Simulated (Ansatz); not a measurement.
Sn₂Br₄. Charge 0, multiplicity 1. Geometry PBE0-D4/def2-SVP, basis def2-TZVP, Ansatz.

| atom | x (Å) | y (Å) | z (Å) |
| --- | --- | --- | --- |
| Sn1 | -0.686 | -2.051 | 0.115 |
| Sn2 | -0.540 | 1.948 | 0.779 |
| Br3 | 0.314 | -0.361 | 2.108 |
| Br4 | 1.502 | 2.157 | -0.703 |
| Br5 | 1.353 | -1.915 | -1.380 |
| Br6 | -1.944 | 0.223 | -0.920 |

```
run  HOMO (eV)  LUMO (eV)
  A      -7.42      -2.64
  B      -6.41      -3.27
  C      -7.22      -2.83
  D      -9.74      -0.75
  E      -6.70      -3.16
```

In the def2 sets Sn takes a core potential; there is no spin–orbit coupling. LC-ωPBE has ω = 0.4 bohr⁻¹. B3LYP takes the VWN-RPA correlation. Another isomer (singlet) lies 0.09 eV lower at PBE0-D4/def2-TZVP; other spin states weren't run for this one.

Task: The runs used B3LYP, LC-ωPBE, PBE, PBE0, r2SCAN. Estimate which is which.

Result: A PBE0 (25 % exact exchange); B PBE (0 % exact exchange); C B3LYP (20 % exact exchange); D LC-ωPBE (range-separated); E r2SCAN (0 % exact exchange). Exact exchange lowers occupied and raises empty levels; among semilocal functionals meta-GGAs tend to open the gap a little, and such runs are hard to tell apart. The gap grows from 3.14 eV (PBE) to 8.99 eV (LC-ωPBE).
